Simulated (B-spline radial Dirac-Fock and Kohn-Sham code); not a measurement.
# Relativistic shifts of the levels of Te²⁺

System: tellurium as Te²⁺, [Kr] 4d10 5s2 5p2.

Both columns are ΔSCF binding energies of the configuration average from a B-spline atomic structure program: non-relativistic Hartree-Fock with a point nucleus, and Dirac-Fock with a finite nucleus and the Coulomb interaction alone, averaged over the two j levels with weights 2j+1.

```tsv
shell	Hartree-Fock (eV)	Dirac-Fock (eV)	shift (eV)	shift (%)
1s	30731.2	31952.3	+1221.12	+3.97
2s	4687.1	4987.7	+300.60	+6.41
2p	4384.0	4472.0	+87.99	+2.01
3s	978.3	1042.2	+63.87	+6.53
3p	850.7	870.3	+19.57	+2.30
3d	616.0	607.1	-8.89	-1.44
4s	195.9	208.5	+12.53	+6.39
4p	150.0	152.9	+2.91	+1.94
4d	71.32	69.20	-2.12	-2.98
5s	35.05	36.61	+1.56	+4.44
5p	26.14	26.28	+0.14	+0.55
```

Relativity binds 1s, 2s, 2p, 3s, 3p, 4s, 4p, 5s, 5p more strongly, among those listed most of all 3s in relative terms, and 3d, 4d more weakly, because the contracted s and p shells screen the nucleus better.

Values without a named source are computed, but for edge energies of neutral atoms, which are taken from tables.
